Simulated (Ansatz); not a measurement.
A geometry relaxed with PBE0-D4/def2-TZVP run with Ansatz (a quantum-chemistry and plane-wave program), charge 0, multiplicity 1:

```xyz
11

H      2.9841    -0.9941     0.6006
Si     1.9191     0.0353     0.4684
F     -0.5676    -2.0075     0.9928
H      1.7949     0.7786     1.7500
H     -2.0067     1.4337     0.8995
Si    -1.8185     0.6794    -0.3679
Si    -0.1320    -0.9315    -0.1278
H      0.0285    -1.6697    -1.4127
H     -1.3902     1.6278    -1.4325
H      2.2978     0.9920    -0.6075
H     -3.1095     0.0560    -0.7630
```

**Question.** Write the SMILES of this molecule.

**Answer.** `F[SiH]([SiH3])[SiH3]`
